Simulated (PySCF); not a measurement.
Species: 4-(methylthio)benzyl alcohol, C8H10OS.
SMILES with atom numbers: `[CH3:1][S:2][c:3]1[cH:4][cH:5][c:6]([CH2:7][OH:8])[cH:9][cH:10]1` (hydrogens: H11, H12, H13 on C1; H14 on C4; H15 on C5; H16, H17 on C7; H18 on O8; H19 on C9; H20 on C10)

Method used: PBE0-D3(BJ)/def2-SVP geometry optimisation, gas phase in PySCF.

(1) List the bond lengths, angles and torsions at this level.

## Answers

(1) 
```tsv
bond	length (pm)	order
C1–S2	179.8	single
S2–C3	176.2	single
C3–C4, C3–C10	140.2	aromatic
C4–C5, C9–C10	139.1	aromatic
C5–C6, C6–C9	139.7	aromatic
C6–C7	150.8	single
C7–O8	140.0	single
C1–H11, C1–H12, C1–H13	110.0	single
C4–H14, C10–H20	109.2	single
C5–H15, C9–H19	109.4	single
C7–H16, C7–H17	110.6	single
O8–H18	96.4	single
```

Bonds in one row agree within 1 pm and their mean is given. Orders are formal, as drawn. A selection of angles:
```tsv
angle	degrees
S2–C1–H11	111.8
S2–C1–H13	105.6
H11–C1–H12	110.0
C1–S2–C3	103.2
S2–C3–C4	116.6
S2–C3–C10	124.7
C4–C3–C10	118.7
C3–C4–C5	120.4
C3–C4–H14	119.6
C5–C4–H14	120.0
C4–C5–C6	121.2
C4–C5–H15	119.2
C6–C5–H15	119.6
C5–C6–C7	121.4
C5–C6–C9	118.1
C7–C6–C9	120.5
C6–C7–O8	113.7
C6–C7–H16	109.2
O8–C7–H16	112.2
O8–C7–H17	105.8
H16–C7–H17	106.1
C7–O8–H18	107.6
C3–C10–H20	120.8
```

Dihedral angles: C1–S2–C3–C4 -179° (antiperiplanar); C5–C6–C7–O8 -153° (antiperiplanar); H18–O8–C7–C6 58° (synclinal). The mirror-image conformer, all signs reversed, is as good.

Of the pairs four or more bonds apart, C1···H20 is among the closest relative to their van der Waals radii: 2.55 Å, 88 % of the sum of Bondi's values. The C–C distances run from 1.388 Å (C4–C5, aromatic) to 1.508 Å (C6–C7, drawn single), a spread of 0.120 Å. The C–S distances run from 1.762 Å (S2–C3, drawn single) to 1.798 Å (C1–S2, drawn single), a spread of 0.036 Å. The 6-membered ring C3–C4–C5–C6–C9–C10 has internal angles of 118.1° to 121.3°; it is planar, 0.00 Å rms from its mean plane, widest ring torsion 0°.

Point group: C1 (no symmetry element, even within 0.4 Å). PBE0-D3(BJ)/def2-SVP frequencies: not computed here. The numbers are those of one conformer (C1–S2–C3–C4 -179°, C5–C6–C7–O8 -153°, C6–C7–O8–H 58°).
